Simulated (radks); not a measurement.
Species: Mg3+. Configuration: [He] 2s2 2p(1/2: 1, 3/2: 4). All-electron calculation, Dirac Kohn-Sham, PBE, spin-unpolarised, spherical densities, finite nucleus; Fermi nuclear charge, rms radius 3.057 fm. Program: a radial shooting solver on a logarithmic mesh with Libxc functionals.

Normalised radial functions P(r) = r R(r) (large component), r in bohr:

r          1s1/2    2s1/2
0.004173  0.3227   0.0847
0.005656  0.4291   0.1126
0.007665  0.5670   0.1488
0.01031   0.7377   0.1934
0.01397   0.9556   0.2502
0.01893   1.2190   0.3182
0.02565   1.5226   0.3954
0.03449   1.8401   0.4733
0.04674   2.1534   0.5431
0.06335   2.3951   0.5803
0.08585   2.4888   0.5521
0.1154    2.3678   0.4246
0.1564    1.9966   0.1608
0.212     1.4334  -0.2352
0.2873    0.8313  -0.6990
0.3863    0.3729  -1.0879
0.5236    0.1130  -1.2663
0.7096    0.0208  -1.1395
0.9616    0.0020  -0.7835
1.293     0.0001  -0.4024
1.752     0.0000  -0.1380
2.375     0.0000  -0.0281

1s1/2: eigenvalue -1317.2 eV, 0 radial nodes, <r> = 0.131 bohr, 90 % of the charge inside 0.233 bohr. 2s1/2: eigenvalue -129.05 eV, 1 radial node at r = 0.179 bohr, <r> = 0.671 bohr, 90 % of the charge inside 1.06 bohr.
